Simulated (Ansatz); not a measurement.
`[CH3][Al]([F])[GeH3]`. Charge 0, multiplicity 1.

```xyz
10

C     1.564   -1.211    0.201
Al    0.613    0.468   -0.003
F     1.519    1.854   -0.069
Ge   -1.827    0.817   -0.182
H     2.182   -1.198    1.105
H     2.244   -1.372   -0.642
H     0.891   -2.069    0.261
H    -2.361    1.710    0.955
H    -2.210    1.508   -1.505
H    -2.613   -0.507   -0.121
```

Task: List the harmonic frequencies (cm⁻¹, unscaled) at PBE0-D4/def2-TZVP in Ansatz. (An estimate is asked.)

Result: The calculation gave: 14, 19, 110, 168, 175, 312, 387, 413, 627, 645, 686, 787, 840, 885, 886, 1218, 1435, 1439, 2126, 2133, 2134, 3039, 3115, 3136.
